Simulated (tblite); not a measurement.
Species: C9H5FOS.
Atom-mapped SMILES: `[F:1][c:2]1[cH:3][cH:4][cH:5][c:6]2[cH:7][cH:8][c:9](=[S:10])[o:11][c:12]12` (hydrogens: H13 on C3; H14 on C4; H15 on C5; H16 on C7; H17 on C8)

Computed geometry: GFN2-xTB, gas phase.

(1) What internal coordinates does the optimisation give?

Answers

(1) 
```csv
bond,length (pm)
F1–C2,134.1
C2–C3,137.9
C3–C4,139.0
C4–C5,137.8
C5–C6,139.7
C6–C7,143.6
C7–C8,135.0
C8–C9,143.1
C9=S10,163.9
C9–O11,135.2
O11–C12,135.0
C2–C12,139.8
C6–C12,140.6
C3–H13,107.8
C4–H14,107.8
C5–H15,107.9
C7–H16,107.9
C8–H17,107.8
```

A selection of angles:
```csv
angle,degrees
F1–C2–C3,119.6
F1–C2–C12,119.2
C3–C2–C12,121.2
C2–C3–C4,119.7
C3–C4–C5,120.3
C4–C5–C6,120.6
C5–C6–C7,123.5
C5–C6–C12,119.6
C7–C6–C12,116.9
C6–C7–C8,119.7
C7–C8–C9,121.0
C8–C9–S10,123.0
C8–C9–O11,119.1
S10–C9–O11,117.9
C9–O11–C12,120.9
C2–C12–O11,118.9
C2–C12–C6,118.7
C6–C12–O11,122.4
```

The 6-membered ring C2–C3–C4–C5–C6–C12 has internal angles of 118.7° to 121.2°; it is planar, 0.00 Å rms from its mean plane, widest ring torsion 0°. The 12 heavy atoms lie in one plane (0.001 Å rms). Of the pairs four or more bonds apart, H15···H16 is among the closest relative to their van der Waals radii: 2.51 Å, 105 % of the sum of Bondi's values. The 6-membered ring C6–C7–C8–C9–O11–C12 has internal angles of 116.9° to 122.4°; it is planar, 0.00 Å rms from its mean plane, widest ring torsion 0°. The C–C distances run from 1.350 Å (C7–C8, drawn aromatic) to 1.436 Å (C6–C7, drawn aromatic), a spread of 0.086 Å.

Point group: Cs (tolerance 0.08 Å). Its GFN2-xTB frequencies are all real (lowest 67 cm⁻¹).

The run took 0.28 s wall on one thread, Arm Neoverse N1 (aarch64), shared host with 64 logical CPUs at a one-minute load of 47. That covers the optimisation of the geometry.
